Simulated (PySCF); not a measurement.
C4H6FN2O2 (charge +1).
Structure used (GFN2-xTB), in Å, numbered top down from 1:
```xyz
15
C4H6FN2O2 angstrom
C      2.288   -0.008    0.226
O      1.373   -1.022   -0.200
C      0.491   -0.676   -1.156
N     -0.757   -0.083   -0.552
N     -1.594    0.700   -1.250
C     -2.557    0.991   -0.453
O     -2.389    0.428    0.763
C     -1.264   -0.232    0.661
F     -0.774   -0.895    1.634
H      2.974   -0.503    0.909
H      1.777    0.804    0.748
H      2.844    0.390   -0.624
H      0.162   -1.575   -1.693
H      0.835    0.085   -1.872
H     -3.415    1.604   -0.669
```

Computed with TDDFT wB97X-D/def2-SVPD, vertical, gas phase, core orbitals frozen in the response (PySCF).

Ground-to-excited transition dipoles (e·a0, same axes as the geometry; the sign carries no meaning), for the states with f of 0.002 or more among the lowest 8:

| state | E (eV) | μx | μy | μz |
| --- | --- | --- | --- | --- |
| S2 | 6.987 | -0.094 | 0.283 | -0.592 |
| S3 | 7.159 | 0.139 | -0.097 | 0.230 |
| S4 | 7.303 | 0.248 | -0.303 | 0.142 |
| S5 | 7.452 | 0.063 | 0.075 | 0.043 |
| S6 | 7.619 | 0.062 | 0.130 | 0.099 |
| S7 | 7.849 | -0.605 | 0.176 | 0.324 |
| S8 | 8.385 | -0.050 | 0.090 | 0.111 |

Q: What oscillator strength does each state have?

A: f = (2/3) ΔE |μ|² with ΔE in hartree (27.2114 eV).

```
state  |μ|² (au)  |μ| (D)      f
   S2      0.440     1.69  0.075
   S3      0.082     0.73  0.014
   S4      0.174     1.06  0.031
   S5      0.011     0.27  0.002
   S6      0.030     0.44  0.006
   S7      0.502     1.80  0.096
   S8      0.023     0.39  0.005
```

Q: What angle do the transition dipoles of S4 and S7 make?

A: |cos θ| = |μa·μb| / (|μa| |μb|) = 0.53, so θ ≈ 58° (taken between 0 and 90°, since the signs are arbitrary).

Q: How is the summed strength of these states shared among x, y and z?

A: (2/3) Σ ΔE μα² gives 0.088 for x, 0.044 for y and 0.098 for z, 0.230 in all.

Q: What peak molar absorption coefficient would the strongest computed level give as a lone Gaussian band 0.4 eV wide at half height?

A: ε(max) = 2.175×10⁸ f / FWHM, with the width in cm⁻¹. S7: 2.175×10⁸ × 0.0964 / 3226 ≈ 6500 L mol⁻¹ cm⁻¹.

One conformer stands for the species.
